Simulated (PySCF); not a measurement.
C3H10B3O3, charge +1, singlet, at a GFN2-xTB geometry. Base run: PBE/STO-3G (PySCF).

Input for PySCF:
```python
from pyscf import gto, scf, dft

mol = gto.M(
    atom='''
C     1.55017480    2.52376653    0.43186327
B     0.74441431    1.20639358    0.21146577
O    -0.63297883    1.19769932    0.08470926
B    -1.40764061    0.15281059   -0.10721144
C    -2.96598204    0.14797066   -0.23653381
O    -0.69256398   -1.12749516   -0.19046388
B     0.76911319   -1.19419293   -0.06915601
C     1.46627084   -2.58911906   -0.18322750
O     1.35348684   -0.03089726    0.11833668
H     1.62532102    3.08286401   -0.50051865
H     2.56270630    2.34106553    0.77664846
H     1.05399689    3.19003835    1.13286680
H    -3.43049075    0.35078071    0.72812695
H    -3.30896210    0.94805819   -0.88868509
H    -3.38149943   -0.78580665   -0.60502846
H    -1.19421256   -1.94211873   -0.32808476
H     0.78690927   -3.43516332   -0.12737374
H     2.22242057   -2.71480915    0.58851612
H     2.00804252   -2.67012884   -1.12522737
''',
    basis='sto-3g',
    charge=1,
    verbose=4,
)

mf = dft.RKS(mol)
mf.xc = 'pbe'
mf.kernel()
mf.analyze()
```

Each row names what was changed in the base input (with any setting that the change needs).

```json
[
 {"change": "base", "ΔE vs base (mEh)": "0.000", "grid points": "224824", "electrons on the grid": "66.00002"},
 {"change": "grids.atom_grid = (99, 590)", "ΔE vs base (mEh)": "-0.002", "grid points": "612536", "electrons on the grid": "66.00000"},
 {"change": "grids.level = 7", "ΔE vs base (mEh)": "-0.002", "grid points": "1280816", "electrons on the grid": "66.00000"},
 {"change": "grids.level = 4", "ΔE vs base (mEh)": "-0.002", "grid points": "412000", "electrons on the grid": "66.00000"},
 {"change": "grids.prune = dft.gen_grid.treutler_prune", "ΔE vs base (mEh)": "-0.023", "grid points": "194080", "electrons on the grid": "66.00006"},
 {"change": "grids.atom_grid = (75, 302)", "ΔE vs base (mEh)": "0.000", "grid points": "275120", "electrons on the grid": "66.00002"},
 {"change": "grids.radi_method = delley", "ΔE vs base (mEh)": "0.000", "grid points": "239112", "electrons on the grid": "66.00002"},
 {"change": "grids.prune = dft.gen_grid.sg1_prune", "ΔE vs base (mEh)": "-0.086", "grid points": "100416", "electrons on the grid": "66.00036"},
 {"change": "small_rho_cutoff = 0", "ΔE vs base (mEh)": "0.000", "grid points": "224824", "electrons on the grid": "66.00002"},
 {"change": "grids.level = 0", "ΔE vs base (mEh)": "-66.715", "grid points": "15976", "electrons on the grid": "66.01528"},
 {"change": "grids.level = 1", "ΔE vs base (mEh)": "-0.026", "grid points": "71344", "electrons on the grid": "66.00038"}
]
```
